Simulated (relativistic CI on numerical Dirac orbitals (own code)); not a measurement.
Radial parameters of Hg XXXVI

Method of calculation: Dirac-Coulomb-Breit CI, orbitals from a KLI potential per configuration, model QED (radiative potential, 1s self-energy scaled to tabulated hydrogen-like ionisation energies), unscaled Slater integrals (own radial code, finite nucleus).

Slater integrals F^k, G^k are unscaled and averaged over j, outside the closed core [Ar] 3d10; ζ comes from projecting the Hamiltonian with its Breit term on Σ l·s of the shell.

- 4s2 4p6 4d9: ζ(4d) = 82208 cm⁻¹; <r>(4d) = 0.3925, <r^2>(4d) = 0.1762 (bohr units).
- 4s2 4p6 4d8 4f: F^2(4d,4d) = 255590, F^4(4d,4d) = 173810, ζ(4d) = 82133, F^2(4d,4f) = 256730, F^4(4d,4f) = 167090, G^1(4d,4f) = 264790, G^3(4d,4f) = 182410, G^5(4d,4f) = 133980, ζ(4f) = 15059 cm⁻¹; <r>(4d) = 0.3928, <r^2>(4d) = 0.1765, <r>(4f) = 0.3699, <r^2>(4f) = 0.1557 (bohr units).
- 4s2 4p5 4d10: ζ(4p) = 681410 cm⁻¹; <r>(4p) = 0.3883, <r^2>(4p) = 0.1709 (bohr units).

Question: Give the Racah parameters of the d shell in 4s2 4p6 4d8 4f.

Answer: B = F²/49 − 5F⁴/441 = 3246 cm⁻¹ and C = 35F⁴/441 = 13795 cm⁻¹.

Averages of the first 10 configurations, taken without configuration mixing, which lowers the lowest level and can move excited configurations by several eV; other configurations of the list can lie among them:

```json
{"Configuration": "4s2 4p6 4d9", "Parity": "even", "States": "10", "Average energy above the lowest level (eV)": "12.0"}
{"Configuration": "4s2 4p6 4d8 4f", "Parity": "odd", "States": "630", "Average energy above the lowest level (eV)": "255.7"}
{"Configuration": "4s2 4p5 4d10", "Parity": "odd", "States": "6", "Average energy above the lowest level (eV)": "275.4"}
{"Configuration": "4s 4p6 4d10", "Parity": "even", "States": "2", "Average energy above the lowest level (eV)": "485.6"}
{"Configuration": "4s2 4p5 4d9 4f", "Parity": "even", "States": "840", "Average energy above the lowest level (eV)": "516.5"}
{"Configuration": "4s 4p6 4d9 4f", "Parity": "odd", "States": "280", "Average energy above the lowest level (eV)": "727.0"}
{"Configuration": "4s2 4p6 4d8 5s", "Parity": "even", "States": "90", "Average energy above the lowest level (eV)": "515.1"}
{"Configuration": "4s2 4p6 4d7 4f 5s", "Parity": "odd", "States": "3360", "Average energy above the lowest level (eV)": "758.7"}
{"Configuration": "4s2 4p6 4d8 5p", "Parity": "odd", "States": "270", "Average energy above the lowest level (eV)": "601.5"}
{"Configuration": "4s2 4p6 4d8 5d", "Parity": "even", "States": "450", "Average energy above the lowest level (eV)": "709.9"}
```
